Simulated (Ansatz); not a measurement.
Total energies of ClFH3NOSi, SMILES `N[Si](O)(F)Cl`.

```xyz
8

N     0.394   -1.129    0.209
Si    0.130    0.499   -0.144
O    -1.210    1.063    0.573
F     1.261    1.484    0.364
Cl    0.087    0.661   -2.175
H     0.947   -1.705   -0.403
H     0.414   -1.456    1.161
H    -2.023    0.582    0.415
```

Total charge 0; spin multiplicity 1. All single points use the PBE0-D4/def2-TZVP geometry. It is one conformer, not always the lowest. Basis def2-TZVPP, the Gaussian-basis code of Ansatz.

RPA on PBE orbitals: Hartree–Fock energy of these orbitals -979.23324 Eh, correlation -1.55613 Eh (frozen core).

```tsv
functional	energy without D4 (Eh)	D4 term (kJ/mol)
LDA (SPW92)	-977.40572	–
PBE	-981.08756	-19.1
revPBE	-981.43433	-57.0
BLYP	-981.62237	-42.5
r2SCAN	-981.51048	-4.4
B97M-V	-981.40983	–
PBE0	-981.15798	-16.0
B3LYP	-981.70338	-31.1
r2SCANh	-981.49500	-4.7
r2SCAN0	-981.47286	-5.2
HSE06 (plane-wave form)	-981.13386	-14.9
BHLYP	-981.57055	-24.1
CAM-B3LYP	-981.62673	-16.3
LC-ωPBE	-981.32506	–
ωB97X-V	-981.47847	–
ωB97M-V	-981.56917	–
B2PLYP	-981.28306	–
PBE-QIDH	-980.96925	–
```

B3LYP takes the VWN-RPA correlation (the form of Gaussian; ORCA's B3LYP/G). HSE06 is the plane-wave form, built on full-range PBE exchange. The double hybrids freeze the cores in their second-order part.

LC-ωPBE has ω = 0.4 bohr⁻¹.
